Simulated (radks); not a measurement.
Species: Se19+. Configuration: [Ne] 3s2 3p3. All-electron calculation, scalar-relativistic Kohn-Sham, BLYP, spin-polarised, spherical densities, finite nucleus; open shells are filled with parallel spins first; Fermi nuclear charge, rms radius 4.14 fm. Program: a radial shooting solver on a logarithmic mesh with Libxc functionals.

Unscreened Slater integrals over Kohn-Sham orbitals (cm^-1). They are taken over the spin-up orbitals. Empty in this configuration: 3d.

F0(3p,3p): 407890
F2(3p,3p): 206480
F0(3p,3s): 403000
G1(3p,3s): 263710
F0(3p,2p): 541560
F2(3p,2p): 131920
G0(3p,2p): 52890
G2(3p,2p): 57409
F0(3p,2s): 526350
G1(3p,2s): 41605
F0(3p,3d): 424090
F2(3p,3d): 206730
G1(3p,3d): 226680
G3(3p,3d): 150280
F0(3s,3s): 399140
F0(3s,2p): 523920
G1(3s,2p): 52308
F0(3s,2s): 513220
G0(3s,2s): 41607
F0(3s,3d): 418910
G2(3s,3d): 171700
F0(2p,2p): 1183200
F2(2p,2p): 560850
F0(2p,2s): 1085200
G1(2p,2s): 620180
F0(2p,3d): 576020
F2(2p,3d): 163560
G1(2p,3d): 146790
G3(2p,3d): 84381
F0(2s,2s): 1022700
F0(2s,3d): 569770
G2(2s,3d): 137080
F0(3d,3d): 451600
F2(3d,3d): 232560
F4(3d,3d): 150240

Derived for the open shells (J is the average intra-shell exchange parameter used in DFT+U). 3p: J = F2/5 = 41300 cm^-1.
